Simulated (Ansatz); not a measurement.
`O[SiH2]C[SiH2]O` + H–F → `O[SiH2]F` + `C[SiH2]O`  (ligand exchange at the Si–C bond)

Program: Ansatz. Geometries: PBE0-D4/def2-TZVP. ΔE: electronic, gas phase. CCSD(T)/CBS adds triple-zeta CCSD(T) − MP2 to the extrapolated MP2 energy (def2 sets, frozen cores). This one scheme is used for every species. Functionals use def2-TZVPP. B3LYP here is the variant with VWN-RPA as its local correlation; programs differ in this. Each species was taken in one conformer, which may not be the lowest.

```tsv
level	ΔE (kcal/mol)	difference from CCSD(T)/CBS
PBE-D4	-28.7	2.2
r2SCAN-D4	-31.9	-1.0
PBE0-D4	-29.0	1.9
B3LYP-D4	-31.9	-1.0
ωB97X-V	-31.8	-0.9
ωB97M-V	-31.4	-0.5
B2PLYP	-34.2	-3.3
PBE	-31.0	-0.1
r2SCAN	-32.6	-1.7
PBE0	-31.0	-0.1
B3LYP	-35.6	-4.7
HF/def2-TZVPP	-39.2	-8.3
MP2/def2-TZVPP	-30.8	0.1
SCS-MP2/def2-TZVPP	-32.8	-1.9
CCSD/def2-TZVPP	-32.2	-1.3
CCSD(T)/def2-TZVPP	-31.0	-0.1
HF/def2-QZVPP	-39.8	-8.9
MP2/def2-QZVPP	-30.9	0.0
SCS-MP2/def2-QZVPP	-32.9	-2.0
HF/CBS(def2)	-39.9	-9.0
MP2/CBS(def2)	-30.6	0.3
CCSD/CBS(def2)	-32.0	-1.1
CCSD(T)/CBS	-30.9	0
```

Largest T1 diagnostic among the species: 0.011.

The D4 term adds +3.7 kcal/mol with B3LYP and +2.0 kcal/mol with PBE0; it sums over pairs of atoms, weighted by their polarisabilities, and B3LYP, whose exchange is more repulsive, gets the larger term. In def2-TZVPP, CCSD(T) changes the Hartree–Fock value by +8.2 kcal/mol (the triples alone add +1.2 kcal/mol) and MP2 by +8.4 kcal/mol.

CCSD(T)/CBS has its own doubt, a few kJ/mol and more with outer-core shells, so smaller differences from it don't rank the levels.
